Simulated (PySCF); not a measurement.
C₅H₈S₂Si.
Bonds: C1–S2, S2–Si3, Si3–C4, C4–C5 (aromatic), C5–C6 (aromatic), C6–C7 (aromatic), C7–S8 (aromatic), C4–S8 (aromatic). Hydrogens: H9, H10, H11 on C1; H12, H13 on Si3; H14 on C5; H15 on C6; H16 on C7.

The same species was optimised twice, with GFN2-xTB and with PBE0-D3(BJ)/def2-SVP (PySCF), and the same property calculations (PySCF, gas phase) were run on both structures.

```json
{"coordinate": "C4–C5 (Å)", "GFN2-xTB": "1.366", "PBE0-D3(BJ)/def2-SVP": "1.381", "change": "+0.015"}
{"coordinate": "C6–C7 (Å)", "GFN2-xTB": "1.358", "PBE0-D3(BJ)/def2-SVP": "1.373", "change": "+0.015"}
{"coordinate": "C4–S8 (Å)", "GFN2-xTB": "1.738", "PBE0-D3(BJ)/def2-SVP": "1.727", "change": "-0.011"}
{"coordinate": "C5–C6 (Å)", "GFN2-xTB": "1.410", "PBE0-D3(BJ)/def2-SVP": "1.420", "change": "+0.010"}
{"coordinate": "S2–Si3 (Å)", "GFN2-xTB": "2.146", "PBE0-D3(BJ)/def2-SVP": "2.138", "change": "-0.008"}
{"coordinate": "Si3–C4 (Å)", "GFN2-xTB": "1.871", "PBE0-D3(BJ)/def2-SVP": "1.865", "change": "-0.006"}
{"coordinate": "C7–S8 (Å)", "GFN2-xTB": "1.717", "PBE0-D3(BJ)/def2-SVP": "1.712", "change": "-0.005"}
{"coordinate": "C1–S2 (Å)", "GFN2-xTB": "1.823", "PBE0-D3(BJ)/def2-SVP": "1.822", "change": "-0.001"}
{"coordinate": "Si3–C4–S8 (°)", "GFN2-xTB": "120.1", "PBE0-D3(BJ)/def2-SVP": "122.7", "change": "+2.6"}
{"coordinate": "Si3–C4–C5 (°)", "GFN2-xTB": "129.6", "PBE0-D3(BJ)/def2-SVP": "127.3", "change": "-2.3"}
{"coordinate": "C4–S8–C7 (°)", "GFN2-xTB": "91.5", "PBE0-D3(BJ)/def2-SVP": "92.7", "change": "+1.2"}
{"coordinate": "S2–Si3–C4 (°)", "GFN2-xTB": "108.7", "PBE0-D3(BJ)/def2-SVP": "109.3", "change": "+0.6"}
{"coordinate": "C6–C7–S8 (°)", "GFN2-xTB": "112.1", "PBE0-D3(BJ)/def2-SVP": "111.5", "change": "-0.6"}
{"coordinate": "C1–S2–Si3 (°)", "GFN2-xTB": "100.3", "PBE0-D3(BJ)/def2-SVP": "99.9", "change": "-0.4"}
{"coordinate": "C4–C5–C6 (°)", "GFN2-xTB": "113.7", "PBE0-D3(BJ)/def2-SVP": "113.5", "change": "-0.2"}
{"coordinate": "C5–C4–S8 (°)", "GFN2-xTB": "110.3", "PBE0-D3(BJ)/def2-SVP": "110.0", "change": "-0.3"}
{"coordinate": "C1–S2–Si3–C4 (°)", "GFN2-xTB": "-65", "PBE0-D3(BJ)/def2-SVP": "-59", "change": "+6"}
{"coordinate": "S2–Si3–C4–C5 (°)", "GFN2-xTB": "-16", "PBE0-D3(BJ)/def2-SVP": "-35", "change": "-19"}
```

Rotational constants: A = 2600, B = 693.4, C = 604.7 MHz (GFN2-xTB) against A = 2504, B = 698.1, C = 630.7 MHz (PBE0-D3(BJ)/def2-SVP). Point groups within 0.08 Å: C1 and C1.

On the GFN2-xTB structure: isotropic polarisability (au) 120.4 [wB97X-D/def2-SVPD]; HOMO (eV) -8.72 [wB97X-D/def2-SVPD]; LUMO (eV) 0.75 [wB97X-D/def2-SVPD]; dipole (D) 1.97 [wB97X-D/def2-SVPD]; HOMO (eV) -6.92 [PBE0/pcSseg-1]; LUMO (eV) -0.93 [PBE0/pcSseg-1]; dipole (D) 2.00 [PBE0/pcSseg-1]; GIAO shielding of C1 (ppm) 172.3 [PBE0/pcSseg-1]; GIAO shielding of S2 (ppm) 707.7 [PBE0/pcSseg-1]; GIAO shielding of Si3 (ppm) 383.4 [PBE0/pcSseg-1]; GIAO shielding of C4 (ppm) 49.3 [PBE0/pcSseg-1]; GIAO shielding of C5 (ppm) 45.3 [PBE0/pcSseg-1]; GIAO shielding of C6 (ppm) 55.1 [PBE0/pcSseg-1]; GIAO shielding of C7 (ppm) 43.2 [PBE0/pcSseg-1]; GIAO shielding of S8 (ppm) 246.5 [PBE0/pcSseg-1].

Q: What do these properties become on the PBE0-D3(BJ)/def2-SVP structure?

A: 
```
                                    property              level  on GFN2-xTB  on PBE0-D3(BJ)/def2-SVP  change
               isotropic polarisability (au)  wB97X-D/def2-SVPD        120.4                    122.1    +1.7
                                   HOMO (eV)  wB97X-D/def2-SVPD        -8.72                    -8.76   -0.04
                                   LUMO (eV)  wB97X-D/def2-SVPD         0.75                     0.66   -0.09
                                  dipole (D)  wB97X-D/def2-SVPD         1.97                     2.05   +0.08
energy, GFN2-xTB geometry as zero (kcal/mol)  wB97X-D/def2-SVPD          0.0                     -1.8    -1.8
                                   HOMO (eV)      PBE0/pcSseg-1        -6.92                    -6.97   -0.05
                                   LUMO (eV)      PBE0/pcSseg-1        -0.93                    -1.03   -0.10
                                  dipole (D)      PBE0/pcSseg-1         2.00                     2.09   +0.09
energy, GFN2-xTB geometry as zero (kcal/mol)      PBE0/pcSseg-1          0.0                     -1.6    -1.6
                  GIAO shielding of C1 (ppm)      PBE0/pcSseg-1        172.3                    170.7    -1.6
                  GIAO shielding of S2 (ppm)      PBE0/pcSseg-1        707.7                    696.2   -11.5
                 GIAO shielding of Si3 (ppm)      PBE0/pcSseg-1        383.4                    384.0    +0.6
                  GIAO shielding of C4 (ppm)      PBE0/pcSseg-1         49.3                     49.0    -0.3
                  GIAO shielding of C5 (ppm)      PBE0/pcSseg-1         45.3                     41.0    -4.3
                  GIAO shielding of C6 (ppm)      PBE0/pcSseg-1         55.1                     51.0    -4.1
                  GIAO shielding of C7 (ppm)      PBE0/pcSseg-1         43.2                     42.8    -0.4
                  GIAO shielding of S8 (ppm)      PBE0/pcSseg-1        246.5                    239.2    -7.3
```

The heavy atoms differ by 0.175 Å rms after alignment. Among bonds between heavy atoms C4–C5 and C6–C7 change most and about equally (+0.015 Å). Changes are differences of the printed values. Neither structure is proved a minimum here.

The values belong to the conformer `[CH3:1][S:2][SiH2:3][c:4]1[cH:5][cH:6][cH:7][s:8]1`: C1–S2–Si3–C4 -59°, S2–Si3–C4–C5 -35°.

Note: wB97X-D ran without an empirical dispersion term, which enters the total energy and its gradient alone.
